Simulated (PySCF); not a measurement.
# Computed records: CH₄BGeN, C₂H₆GeO, CH₄GeOSi

Computed with PySCF 2.14.0. Calculation on a computer-drawn molecule: the log of a Hartree-Fock and frozen-core CCSD(T) single point meant for a local Hartree-Fock minimum, with one planted fault or none, to be diagnosed. Offsets are logged minus clean, where the clean run is the same molecule without the fault. The reference is restricted for singlets and unrestricted otherwise, and also for a bond in bohr or an excited solution. Adding or removing an electron swaps singlet and doublet. The excited solution moves the top pair (singlet) or top alpha electron (doublet) to the lowest empty orbital. Highest occupied and lowest empty are orbital energies over both spins, largest force is the largest gradient component, triples share is (T) over the correlation energy, the T1 limit is 0.02 restricted and 0.045 unrestricted, electrons count all cores, a negative frequency is imaginary (commonest isotopes), and the dipole is about the centre of nuclear charge; on germanium a core potential holds 10 electrons, which the energies leave out, and 3d is frozen in MP2 and coupled-cluster steps.

Common to all runs: meant charge 0; meant multiplicity 1; meant basis and core potential on germanium cc-pVDZ-PP ECP10MDF; logged SCF converged yes; logged CC converged yes; logged SCF stable within its kind yes; possible faults no fault, one electron removed, one electron added, multiplicity raised by two, geometry at a saddle point, SCF held on an excited solution, minimal basis STO-3G, one bond length entered in bohr, all coordinates scaled.

(1) 
```xyz
8
formula=CH4BGeN meant_basis=cc-pVDZ logged_electrons=54 logged_basis_functions=85 logged_spin_squared=0 logged_highest_occupied=-8.7489 logged_lowest_empty=0.26088 logged_largest_force=2.272e-05 logged_lowest_frequency=99.407 logged_T1_diagnostic=0.016676 logged_D1_diagnostic=0.046926 logged_triples_share=0.035016 logged_dipole_magnitude=0.92948 logged_energy_HF=-412.69374 logged_energy_CCSD(T)=-413.21472 planted_fault=no_fault HF_energy_offset_from_clean_run=0 CCSD(T)_energy_offset_from_clean_run=0
C      0.1088     1.2929     1.3551
Ge    -1.1539     0.0782     2.3277
B     -1.6867    -1.0947     0.6394
N     -2.0362    -1.8110    -0.3013
H      0.9126     0.7109     0.8920
H      0.5450     2.0297     2.0313
H     -0.4159     1.8141     0.5473
H     -2.3128    -2.3816    -1.0559
```

Units: logged_highest_occupied, logged_lowest_empty in eV; logged_largest_force in hartree/bohr; logged_lowest_frequency in cm⁻¹; logged_dipole_magnitude in debye; logged_energy_HF, logged_energy_CCSD(T) in hartree; HF_energy_offset_from_clean_run, CCSD(T)_energy_offset_from_clean_run in kcal/mol.

Drawn bonds:
```tsv
atom	other atom	order
1	2	1
2	3	1
3	4	2
1	5	1
1	6	1
1	7	1
4	8	1
```

(2) 
```xyz
10
formula=C2H6GeO meant_basis=cc-pVDZ logged_electrons=59 logged_basis_functions=95 logged_spin_squared=0.7654 logged_highest_occupied=-0.61423 logged_lowest_empty=8.1234 logged_largest_force=0.023321 logged_T1_diagnostic=0.011207 logged_D1_diagnostic=0.039304 logged_triples_share=0.026457 logged_dipole_magnitude=1.7922 logged_energy_HF=-447.4214 logged_energy_CCSD(T)=-448.04706 planted_fault=one_electron_added HF_energy_offset_from_clean_run=2.889 CCSD(T)_energy_offset_from_clean_run=-2.085
C     -0.5693    -1.4132     1.6764
Ge     1.0824    -0.3006     1.8838
C      1.2005     0.2710    -0.0425
O      2.4032     0.9069    -0.4091
H     -1.2873    -0.9899     0.9674
H     -0.2545    -2.3887     1.2815
H     -1.0653    -1.5894     2.6328
H      1.1062    -0.6135    -0.6796
H      0.3256     0.9002    -0.2750
H      2.6019     1.5911     0.2119
```

Units: logged_highest_occupied, logged_lowest_empty in eV; logged_largest_force in hartree/bohr; logged_dipole_magnitude in debye; logged_energy_HF, logged_energy_CCSD(T) in hartree; HF_energy_offset_from_clean_run, CCSD(T)_energy_offset_from_clean_run in kcal/mol.

Drawn bonds:
```tsv
atom	other atom	order
1	2	1
2	3	1
3	4	1
1	5	1
1	6	1
1	7	1
3	8	1
3	9	1
4	10	1
```

(3) 
```xyz
8
formula=CH4GeOSi meant_basis=cc-pV(D+d)Z logged_electrons=64 logged_basis_functions=94 logged_spin_squared=0 logged_highest_occupied=-8.7092 logged_lowest_empty=-0.16228 logged_largest_force=7.454e-06 logged_lowest_frequency=46.15 logged_T1_diagnostic=0.021732 logged_D1_diagnostic=0.071558 logged_triples_share=0.033009 logged_dipole_magnitude=4.7287 logged_energy_HF=-697.33784 logged_energy_CCSD(T)=-697.89641 planted_fault=no_fault HF_energy_offset_from_clean_run=0 CCSD(T)_energy_offset_from_clean_run=0
C     -2.1587    -1.7477    -0.3698
Ge    -1.3703    -1.5213    -2.2034
Si     0.4955    -0.0625    -1.4651
O      0.2720     1.4218    -1.3317
H     -2.3861    -0.7691     0.0651
H     -1.4576    -2.2519     0.3037
H     -3.0762    -2.3350    -0.4248
H      1.8350    -0.6732    -1.2156
```

Units: logged_highest_occupied, logged_lowest_empty in eV; logged_largest_force in hartree/bohr; logged_lowest_frequency in cm⁻¹; logged_dipole_magnitude in debye; logged_energy_HF, logged_energy_CCSD(T) in hartree; HF_energy_offset_from_clean_run, CCSD(T)_energy_offset_from_clean_run in kcal/mol.

Drawn bonds:
```tsv
atom	other atom	order
1	2	1
2	3	1
3	4	2
1	5	1
1	6	1
1	7	1
3	8	1
```

Notes: T1 above single-reference limit.
